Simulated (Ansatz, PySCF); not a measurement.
C4H6BF, SMILES C#CB(C)CF. Atoms are numbered in the order given.

```xyz
12

C      2.0292     1.3525     0.4300
C      0.9569     0.8655     0.1160
B     -0.3846     0.2611    -0.2789
C     -1.4381     1.1125    -1.0713
C     -0.7383    -1.2225     0.0989
F      0.2183    -1.9187     0.7918
H      2.9779     1.7740     0.7114
H     -0.9897     1.4753    -2.0120
H     -2.3714     0.5804    -1.3071
H     -1.6848     2.0227    -0.4981
H     -1.6826    -1.2155     0.6824
H     -0.9850    -1.7679    -0.8358
```

Coordinates come from a PBE0-D3(BJ)/def2-SVP optimisation. The structure was generated by enumeration, and PubChem lists no compound with its InChIKey, so it may never have been made. Other conformers were not sampled.

Two levels are set side by side: PBE-D3(BJ)/def2-SVP (Ansatz, an electronic-structure program) and PBE0-D3(BJ)/def2-SVP (Ansatz). Each level has its own optimised geometry; the coordinates shown are those of the second. Frequencies come from the Hessian of PySCF at each geometry. Differences are taken from unrounded values.

```csv
quantity,PBE0-D3(BJ),PBE-D3(BJ),PBE-D3(BJ) minus PBE0-D3(BJ)
mean bond length (Å),1.260,1.268,0.008
bond C1–C2 (Å),1.219,1.231,0.012
bond C2–B3 (Å),1.523,1.523,0.000
bond B3–C4 (Å),1.569,1.576,0.007
bond B3–C5 (Å),1.571,1.577,0.006
bond C5–F6 (Å),1.371,1.385,0.014
bond C1–H7 (Å),1.076,1.082,0.007
bond C4–H8 (Å),1.103,1.112,0.008
bond C4–H9 (Å),1.100,1.108,0.008
bond C4–H10 (Å),1.104,1.112,0.008
bond C5–H11 (Å),1.110,1.121,0.011
bond C5–H12 (Å),1.110,1.121,0.011
highest harmonic wavenumber (cm⁻¹),3477,3393,-84
mean harmonic wavenumber (cm⁻¹),1307,1263,-45
zero-point energy (kcal/mol),56.07,54.15,-1.93
```

GGA bonds tend to be longer and softer than those of functionals with exact exchange. Differences between two approximate levels are no errors against the true value.
